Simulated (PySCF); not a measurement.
A species of formula C5H10OS2Si has this rotational fingerprint, computed with PBE0/pcSseg-1 in PySCF (dipole) on a GFN2-xTB geometry, gas phase:

- Rotational constants: A = 1498, B = 515.0, C = 426.4 MHz
- Dipole components: |μa| = 1.33 D, |μb| = 0.03 D, |μc| = 1.05 D
- Inertial defect: -133.41 u·Å²
- κ: -0.83

Question: Which candidate fits, each taken in the one conformer that was computed?
A. `[CH2:1]=[C:2]([SiH2:3][O:4][C:5]([CH3:6])=[S:7])[S:8][CH3:9]` with C1–C2–Si3–O4 -14°, C2–Si3–O4–C5 77°, Si3–O4–C5–C6 180°, C1–C2–S8–C9 -3°
B. `[CH3:1][S:2]/[CH:3]=[CH:4]/[Si@@H:5]1[O:6][CH2:7][CH2:8][S:9]1` with C1–S2–C3–C4 178°, C3–C4–Si5–O6 -149°, C4–Si5–O6–C7 -137°, Si5–O6–C7–C8 40°, O6–C7–C8–S9 -45°, C7–C8–S9–Si5 28°
C. `[CH3:1][S:2][CH2:3][C:4]#[C:5][Si@@H:6]([OH:7])[S:8][CH3:9]` with C1–S2–C3–C4 63°, C5–Si6–O7–H 86°, C5–Si6–S8–C9 57°

Answer: C. It is CSCC#C[Si@@H](O)SC, an asymmetric top, point group C1. The candidates at the same level (rigid rotor, commonest isotopes):

| SMILES | A (MHz) | B (MHz) | C (MHz) | μa (D) | μb (D) | μc (D) | Δ (u·Å²) | point group | rotor |
| --- | --- | --- | --- | --- | --- | --- | --- | --- | --- |
| CSCC#C[Si@@H](O)SC | 1498 | 515.0 | 426.4 | 1.33 | 0.03 | 1.05 | -133.41 | C1 | asymmetric top |
| CS/C=C/[Si@@H]1OCCS1 | 2783 | 380.1 | 359.3 | 0.95 | 0.13 | 0.76 | -104.73 | C1 | near-prolate asymmetric top |
| C=C([SiH2]OC(C)=S)SC | 2244 | 468.1 | 441.4 | 0.77 | 0.06 | 2.00 | -159.84 | C1 | near-prolate asymmetric top |

`C=C([SiH2]OC(C)=S)SC` has A 50 % too high; `CS/C=C/[Si@@H]1OCCS1` has A 86 % too high. No structure here is proved a minimum.
